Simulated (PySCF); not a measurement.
GaN, triplet, at a GFN2-xTB geometry (such geometries of metal compounds can be far from the true shape), atoms displaced at random by about 0.08 Å a coordinate; PySCF with R2SCAN/STO-3G, gradient.

Here is a job for PySCF.
```python
from pyscf import gto, scf, dft

mol = gto.M(
    atom='''
Ga    0.074953   -0.033696   -0.271261
N     0.207417   -0.015364    1.535114
''',
    basis='sto-3g',
    charge=0,
    spin=2,
    verbose=4,
)

mf = dft.UKS(mol)
mf.xc = 'r2scan'
mf.conv_tol = 1e-4
mf.kernel()
g = mf.nuc_grad_method()
grad = g.kernel()
```

Task: Predict the main parts of the log of this PySCF run.

Result: 
```
PySCF version 2.14.0

[INPUT] verbose = 4
[INPUT] num. atoms = 2
[INPUT] num. electrons = 38
[INPUT] charge = 0
[INPUT] spin (= nelec alpha-beta = 2S) = 2
[INPUT] symmetry False subgroup None
[INPUT] Mole.unit = angstrom
[INPUT] Symbol           X                Y                Z      unit          X                Y                Z       unit  Magmom
[INPUT]  1 Ga     0.074953000000  -0.033696000000  -0.271261000000 AA    0.141640642215  -0.063676211493  -0.512608998276 Bohr   0.0
[INPUT]  2 N      0.207417000000  -0.015364000000   1.535114000000 AA    0.391961323579  -0.029033752178   2.900945029986 Bohr   0.0

nuclear repulsion = 63.3966237412218
number of shells = 11
number of NR pGTOs = 69
number of NR cGTOs = 23
basis = sto-3g
ecp = {}

******** <class 'pyscf.dft.uks.UKS'> ********
method = UKS
initial guess = minao
damping factor = 0
level_shift factor = 0
DIIS = <class 'pyscf.scf.diis.CDIIS'>
diis_start_cycle = 1
diis_space = 8
diis_damp = 0
SCF conv_tol = 0.0001
SCF conv_tol_grad = None
SCF max_cycles = 50
direct_scf = True
direct_scf_tol = 1e-13
number electrons alpha = 20  beta = 18
XC library pyscf.dft.libxc version 7.1.2
    S. Lehtola, C. Steigemann, M. J. T. Oliveira, and M. A. L. Marques,  SoftwareX 7, 1–5 (2018)
XC functionals = r2scan
    J. W. Furness, A. D. Kaplan, J. Ning, J. P. Perdew, and J. Sun,  J. Phys. Chem. Lett. 11, 8208–8215 (2020)
    J. W. Furness, A. D. Kaplan, J. Ning, J. P. Perdew, and J. Sun,  J. Phys. Chem. Lett. 11, 9248–9248 (2020)
    J. W. Furness, A. D. Kaplan, J. Ning, J. P. Perdew, and J. Sun,  J. Phys. Chem. Lett. 11, 8208–8215 (2020)
    J. W. Furness, A. D. Kaplan, J. Ning, J. P. Perdew, and J. Sun,  J. Phys. Chem. Lett. 11, 9248–9248 (2020)
radial grids:
    Treutler-Ahlrichs [JCP 102, 346 (1995); DOI:10.1063/1.469408] (M4) radial grids

becke partition: Becke, JCP 88, 2547 (1988); DOI:10.1063/1.454033
pruning grids: <function nwchem_prune>
grids dens level: 3
symmetrized grids: False
atomic radii adjust function: <function treutler_atomic_radii_adjust>
small_rho_cutoff = 0
Set gradient conv threshold to 0.01
tot grids = 34808
init E= -1954.08795115472

cycle= 1 E= -1956.16864573977  delta_E= -2.08  |g|= 0.177  |ddm|= 1.67
cycle= 2 E= -1942.5332230971  delta_E= 13.6  |g|= 3.48  |ddm|= 3.73
cycle= 3 E= -1955.03219921625  delta_E= -12.5  |g|= 1.12  |ddm|= 3.01
cycle= 4 E= -1955.40848322988  delta_E= -0.376  |g|= 0.809  |ddm|= 0.514
cycle= 5 E= -1955.92728975096  delta_E= -0.519  |g|= 0.427  |ddm|= 0.968
cycle= 6 E= -1956.00494836049  delta_E= -0.0777  |g|= 0.497  |ddm|= 0.643
cycle= 7 E= -1956.03842478468  delta_E= -0.0335  |g|= 0.427  |ddm|= 0.0979
cycle= 8 E= -1956.13492445409  delta_E= -0.0965  |g|= 0.309  |ddm|=  1.4
cycle= 9 E= -1956.13788315409  delta_E= -0.00296  |g|= 0.297  |ddm|= 0.0254
cycle= 10 E= -1956.08775873441  delta_E= 0.0501  |g|= 0.358  |ddm|= 1.38
cycle= 11 E= -1956.1047883359  delta_E= -0.017  |g|= 0.327  |ddm|= 1.38
cycle= 12 E= -1956.14041489763  delta_E= -0.0356  |g|= 0.265  |ddm|= 0.179
cycle= 13 E= -1956.08334787568  delta_E= 0.0571  |g|= 0.329  |ddm|= 0.23
cycle= 14 E= -1956.09792077898  delta_E= -0.0146  |g|= 0.334  |ddm|= 0.18
cycle= 15 E= -1956.10887013216  delta_E= -0.0109  |g|= 0.356  |ddm|= 0.221
cycle= 16 E= -1956.11698146399  delta_E= -0.00811  |g|= 0.348  |ddm|= 0.0848
cycle= 17 E= -1956.10584509354  delta_E= 0.0111  |g|= 0.358  |ddm|= 0.101
cycle= 18 E= -1956.12240004545  delta_E= -0.0166  |g|= 0.328  |ddm|= 0.0729
cycle= 19 E= -1956.21605486187  delta_E= -0.0937  |g|= 0.0351  |ddm|= 0.585

cycle= 20 E= -1955.9302400357  delta_E= 0.286  |g|= 0.538  |ddm|= 1.37

cycle= 21 E= -1956.2144076802  delta_E= -0.284  |g|= 0.07  |ddm|= 1.33
cycle= 22 E= -1956.21773385248  delta_E= -0.00333  |g|= 0.0545  |ddm|= 0.13
cycle= 23 E= -1956.2178279244  delta_E= -9.41e-05  |g|= 0.0535  |ddm|= 0.00836
cycle= 24 E= -1956.21632353085  delta_E= 0.0015  |g|= 0.0744  |ddm|= 0.0729
cycle= 25 E= -1956.21470012523  delta_E= 0.00162  |g|= 0.0888  |ddm|= 0.0934
cycle= 26 E= -1956.21425459783  delta_E= 0.000446  |g|= 0.0927  |ddm|= 0.029
cycle= 27 E= -1956.21657920856  delta_E= -0.00232  |g|= 0.0736  |ddm|= 0.0423
cycle= 28 E= -1956.21530433423  delta_E= 0.00127  |g|= 0.0886  |ddm|= 0.0844
cycle= 29 E= -1956.22068874931  delta_E= -0.00538  |g|= 0.0222  |ddm|= 0.128
cycle= 30 E= -1956.22104581481  delta_E= -0.000357  |g|= 0.03  |ddm|= 0.164
cycle= 31 E= -1956.22186492916  delta_E= -0.000819  |g|= 0.0119  |ddm|= 0.094
cycle= 32 E= -1956.22214485557  delta_E= -0.00028  |g|= 0.00209  |ddm|= 0.146
cycle= 33 E= -1956.22215601106  delta_E= -1.12e-05  |g|= 0.00119  |ddm|= 0.0209
Extra cycle  E= -1956.22185202403  delta_E= 0.000304  |g|= 0.0225  |ddm|= 0.0297
converged SCF energy = -1956.22185202403  <S^2> = 2.0620731  2S+1 = 3.0411005

******** <class 'pyscf.grad.uks.Gradients'> for <class 'pyscf.dft.uks.UKS'> ********
unit = Eh/Bohr
grid_response = False
--------------- UKS gradients ---------------
         x                y                z
0 Ga    -0.0113823996    -0.0016001853    -0.1589309133
1 N     0.0112381868     0.0015344252     0.1508538543
----------------------------------------------
```
